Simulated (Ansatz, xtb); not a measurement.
## C6H9N: which of two isomers lies lower

Structure a: `C#C[C@@H]1CC[C@@H]1N`, a singlet. Structure b: `C#C[C@H]1C[C@H](N)C1`, a singlet. Both are isolated molecules in the gas phase, relaxed with B3LYP-D3(BJ)/def2-SVP, each in the lowest conformer that the search found.

a (Å):

```yaml
atoms:
  - { symbol: C, position_ang: [-3.0396, -0.0063, -0.9625] }
  - { symbol: C, position_ang: [-1.9814, -0.5943, -0.8788] }
  - { symbol: C, position_ang: [-0.6797, -1.2299, -0.7807] }
  - { symbol: C, position_ang: [-0.1825, -1.4811, 0.6771] }
  - { symbol: C, position_ang: [0.6360, -0.1712, 0.6110] }
  - { symbol: C, position_ang: [0.5252, -0.1921, -0.9283] }
  - { symbol: N, position_ang: [0.3831, 1.0660, -1.5977] }
  - { symbol: H, position_ang: [-3.9899, 0.4873, -1.0340] }
  - { symbol: H, position_ang: [-0.6355, -2.0981, -1.4588] }
  - { symbol: H, position_ang: [-0.9600, -1.5548, 1.4495] }
  - { symbol: H, position_ang: [0.4557, -2.3757, 0.7255] }
  - { symbol: H, position_ang: [0.0709, 0.6794, 1.0235] }
  - { symbol: H, position_ang: [1.6470, -0.1631, 1.0448] }
  - { symbol: H, position_ang: [1.3786, -0.7342, -1.3665] }
  - { symbol: H, position_ang: [-0.4850, 1.5230, -1.3141] }
  - { symbol: H, position_ang: [0.3314, 0.9434, -2.6090] }
```

b (Å):

```yaml
atoms:
  - { symbol: C, position_ang: [-3.1119, -0.0366, -1.3183] }
  - { symbol: C, position_ang: [-1.9446, 0.2894, -1.3473] }
  - { symbol: C, position_ang: [-0.5409, 0.6774, -1.3633] }
  - { symbol: C, position_ang: [-0.1317, 1.6548, -0.2143] }
  - { symbol: C, position_ang: [0.4082, 0.4300, 0.5863] }
  - { symbol: C, position_ang: [0.4262, -0.3763, -0.7312] }
  - { symbol: N, position_ang: [1.6333, 0.4733, 1.3435] }
  - { symbol: H, position_ang: [-4.1454, -0.3248, -1.2980] }
  - { symbol: H, position_ang: [-0.2664, 1.0102, -2.3769] }
  - { symbol: H, position_ang: [-0.9281, 2.2674, 0.2330] }
  - { symbol: H, position_ang: [0.6949, 2.3083, -0.5362] }
  - { symbol: H, position_ang: [-0.3896, 0.0448, 1.2421] }
  - { symbol: H, position_ang: [2.3744, 0.9282, 0.8087] }
  - { symbol: H, position_ang: [1.5186, 1.0082, 2.2043] }
  - { symbol: H, position_ang: [0.0918, -1.4226, -0.7034] }
  - { symbol: H, position_ang: [1.4179, -0.3271, -1.2081] }
```

Quicker runs give these differences E(b) − E(a): GFN2-xTB +2.74 kJ/mol; HF/STO-3G +2.55 kJ/mol (at GFN2-xTB geometries); r2SCAN-D4/def2-SVP +12.89 kJ/mol (at GFN2-xTB geometries).

Task: Estimate E(b) − E(a) at the level CCSD(T)/def2-SVP + ΔMP2/def2-TZVPP.

Result: Calculated at CCSD(T)/def2-SVP + ΔMP2/def2-TZVPP: E(b) − E(a) = +7.37 kJ/mol, so structure a lies lower.

How the difference moves with the method:

```tsv
level	geometry	E(b) − E(a) (kJ/mol)	departure from the last row (kJ/mol)	job, with rough time for the two
GFN2-xTB	GFN2-xTB	+2.74	−4.63	optimisation, 0.27 s
HF/STO-3G	GFN2-xTB	+2.55	−4.82	single point, 0.62 s
r2SCAN-D4/def2-SVP	GFN2-xTB	+12.89	+5.52	single point, 8.7 s
B3LYP-D3(BJ)/def2-SVP	B3LYP-D3(BJ)/def2-SVP	+9.47	+2.10	optimisation, 1.7 min
HF/def2-SVP	B3LYP-D3(BJ)/def2-SVP	+4.33	−3.04	part of the CCSD(T) run
MP2/def2-SVP	B3LYP-D3(BJ)/def2-SVP	+8.84	+1.47	part of the CCSD(T) run
CCSD(T)/def2-SVP	B3LYP-D3(BJ)/def2-SVP	+7.63	+0.26	single point
CCSD(T)/def2-SVP + ΔMP2/def2-TZVPP	B3LYP-D3(BJ)/def2-SVP	+7.37		single point, 3.1 min
```

As drawn, both hold the same kinds of bond in the same numbers.

The levels shown agree on the order. The largest departure from CCSD(T)/def2-SVP + ΔMP2/def2-TZVPP is that of r2SCAN-D4/def2-SVP, 5.52 kJ/mol. The last row adds to CCSD(T) the change of the MP2 difference between the two basis sets, here −0.26 kJ/mol.

With thermal terms from frequencies at re-optimised GFN2-xTB minima (ideal gas, soft modes damped towards free rotors, one conformer each, 298.15 K, 1 atm): the zero-point term adds −0.26 kJ/mol; ΔH is +7.06 and ΔG +7.41 kJ/mol.

The correlated steps freeze 7 core orbitals. Codes used: Ansatz 0.2.0, xtb 6.7.1; the last row on 2 threads of Arm Neoverse V1 on a shared host.
